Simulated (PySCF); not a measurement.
Electronic structure of P⁺ (phosphorus, charge +1) at the UHF level

Configuration: [Ne] 3s2 3p2, high-spin 3P determinant. Computed with PySCF 2.14 in aug-cc-pV(T+d)Z, with the non-relativistic Hamiltonian (point nucleus).

```
Total energy                                                  : -340.352275 hartree
One-electron energy                                           : -465.7792 hartree
Hartree (Coulomb) energy                                      : 147.7931 hartree
Exchange energy                                               : -22.3661 hartree
Kinetic energy                                                : 340.31924 hartree
⟨S²⟩                                                          : 2.0133
⟨L²⟩                                                          : 2.040
Sum of ⟨r⟩                                                    : 12.10 bohr
Sum of ⟨r²⟩                                                   : 20.89 bohr²
Traceless quadrupole moment −½Σ⟨3z² − r²⟩ along its main axis : 2.14 e·bohr²
Density at the nucleus (Gaussians lack the cusp)              : 2150 bohr⁻³
Spin density at the nucleus                                   : 0.0651 bohr⁻³
Langevin diamagnetic susceptibility                           : -16.5 ×10⁻⁶ cm³/mol
```

```tsv
shell	electrons	mean orbital energy (hartree)	spread (hartree)	rms radius, mean of both spins (bohr)
1s α	1	-80.39001	0	0.120
1s β	1	-80.37379	0	0.120
2s α	1	-7.92315	0	0.562
2s β	1	-7.90532	0	0.562
2p α	3	-5.81781	0.01592	0.540
2p β	3	-5.78569	0.02022	0.540
3s α	1	-1.13808	0	1.99
3s β	1	-0.93447	0	1.99
3p α	2	-0.72502	0	2.30
```

Spin-orbit constants ζ (cm⁻¹) from the X2C one-electron operator on these orbitals (non-relativistic here): bare nucleus, nucleus screened by l(l+1)(2l+1)/3 electrons, and screened by the Breit-Pauli mean field of the electrons.

```
shell   bare  screened nucleus  mean field
   2p   5398              4678        4349
   3p  345.7             299.6       273.8
```

To first order the Landé constant is A = 136.9 cm⁻¹, so the lowest level has J = 0 and lies 0.0340 eV below the centre of the term. This holds in LS coupling only.
